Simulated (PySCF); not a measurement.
**[IrS2]+, singlet: structure and spectrum**

Method: PySCF, PBE, basis Ir def2-SVP with ECP60, S def2-SVP (scalar-relativistic core potentials, no spin–orbit coupling, density fitting).

The structure is a minimum.

```
Point group                                                                   : C2v
Bond lengths                                                                  : Ir–S 2.199 Å (×2), S–S 1.989 Å
Bond angles                                                                   : Ir–S–S 63.1° (×2), S–Ir–S 53.8°
Rotational constants                                                          : 0.2665, 0.09121, 0.06795 cm⁻¹
Lowest empty level                                                            : -11.10 eV
Rotational symmetry number                                                    : 2
Enthalpy at 298.15 K above 0 K                                                : 12.51 kJ/mol
Heat capacity Cp at 298.15 K                                                  : 51.2 J/(mol K)
Principal polarisabilities                                                    : 38.9, 55.3, 61.8 bohr³
Highest occupied level                                                        : -11.54 eV
Entropy at 298.15 K and 1 bar                                                 : 296.5 J/(mol K)
Dipole moment about the centre of mass                                        : 1.79 D
Zero-point energy                                                             : 7.4 kJ/mol
Principal quadrupole moments (Buckingham, traceless) about the centre of mass : -11.07, 0.75, 10.32 D Å
```

Harmonic modes (masses in u: Ir 192.963, S 31.972):
| symmetry | ω (cm⁻¹) | IR (km/mol) |
| --- | --- | --- |
| b2 | 235 | 0.0 |
| a1 | 380 | 2.6 |
| a1 | 617 | 0.5 |

In C2v the vibrations span b2 + 2a1. Here b1 is antisymmetric to the molecular plane and b2 lies in it.

Charges (e):
```json
{"atom": "Ir1", "Mulliken": "0.42", "Löwdin": "-0.13", "polar tensor": "0.53", "Mayer order to Ir1": "–"}
{"atom": "S2,3", "Mulliken": "0.29", "Löwdin": "0.57", "polar tensor": "0.23", "Mayer order to Ir1": "1.47"}
```
Other Mayer orders above 0.3: S–S 1.39.

Mulliken populations on Ir1 (electrons outside its core potential): s 2.63, p 6.08, d 7.86, f 0.02.

Outer orbital energies (eV). occupied: -17.02, -16.65, -15.96, -15.12, -13.08, -12.40, -11.57, -11.54; empty: -11.10, -10.22, -9.09, -7.49.

Other isomers or separated fragments may lie lower. At this level a triplet minimum of C2v symmetry lies 27 kJ/mol below this structure. At the minimum of this search the closed-shell solution is unstable towards spin polarisation, so a lower open-shell solution exists. No spin–orbit coupling is included, which matters more the heavier the element.

The final relaxation and frequency run took of the order of 80 core-seconds on a shared host.
